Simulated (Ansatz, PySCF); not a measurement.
Gas-phase reaction in SMILES: Cl[Si](Cl)(Cl)[Si](Cl)(Cl)Cl + 7 [H][H] (H2) -> 6 Cl (HCl) + 2 [SiH4] (SiH4)
Each molecule is optimised on its own at B3LYP-D3(BJ)/def2-TZVP (Ansatz, an electronic-structure program), one conformer each, not searched for the lowest. Frequencies are from Ansatz or PySCF.

Quantity: energy of full hydrogenation (0 K, with B3LYP-D3(BJ) harmonic zero-point energies), in eV. Valence correlation only, unless marked. No spin-orbit coupling. Non-relativistic. CBS(X,Y): correlation extrapolated as X^-3; Hartree-Fock from the larger set.

```json
[
 {"level": "HF/STO-3G", "program": "Ansatz", "energy of full hydrogenation (eV)": "6.17"},
 {"level": "RI-HF/aug-cc-pV(Q+d)Z", "program": "Ansatz", "energy of full hydrogenation (eV)": "3.60"},
 {"level": "PBE0/STO-3G", "program": "Ansatz", "energy of full hydrogenation (eV)": "6.79"},
 {"level": "LC-wPBE/def2-TZVPD", "program": "Ansatz", "energy of full hydrogenation (eV)": "4.47"},
 {"level": "wB97M-V/def2-TZVPD", "program": "Ansatz", "energy of full hydrogenation (eV)": "4.99"},
 {"level": "MP2/STO-3G", "program": "Ansatz", "energy of full hydrogenation (eV)": "6.55"},
 {"level": "SCS-MP2/aug-cc-pV(D+d)Z", "program": "Ansatz", "energy of full hydrogenation (eV)": "3.81"}
]
```

Problem. Predict the CCSD(T)/CBS(cc-pV(T+d)Z,cc-pV(Q+d)Z) result (Ansatz).

Solution. 5.13 eV, so SCS-MP2/aug-cc-pV(D+d)Z differs from it by -1.32 eV.
